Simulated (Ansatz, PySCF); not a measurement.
Molecule: C2H2N (charge 0, doublet). It need not be the lowest isomer of its formula. 
Structure (B3LYP-D3(BJ)/def2-TZVP (Ansatz, an electronic-structure program) minimum search):
```xyz
5

C     -1.1003     0.1172     0.1136
N      0.2172    -0.0231    -0.0224
C      1.3859    -0.1476    -0.1430
H     -1.6290    -0.5396     0.7877
H     -1.6054     0.8842    -0.4538
```
Charge 0, spin multiplicity 2.

Quantity: atomisation energy (electronic, to ground-state atoms), in kcal/mol. Correlated levels leave the core frozen unless marked. UHF or UKS for open shells. No spin-orbit coupling. No relativistic terms. The coupled-cluster limit lacks core correlation, which all-electron functionals hold. Basis-set limits of correlation are two-point, X^-3; Hartree-Fock from the larger set. [CCSD(T)-MP2]/basis is that difference in the basis named.

| level | program | atomisation energy (kcal/mol) |
|---|---|---|
| HF/cc-pVDZ | Ansatz | 325.6 |
| HF/cc-pVTZ | Ansatz | 334.9 |
| HF/def2-TZVPD | PySCF | 335.0 |
| SVWN5/def2-TZVPD | Ansatz | 572.5 |

Q: Estimate the value at RI-MP2/CBS(aug-cc-pVTZ,aug-cc-pVQZ)+[CCSD(T)-MP2]/aug-cc-pVTZ as computed with Ansatz.

A: 485.7 kcal/mol, so SVWN5/def2-TZVPD differs from it by 86.8 kcal/mol.
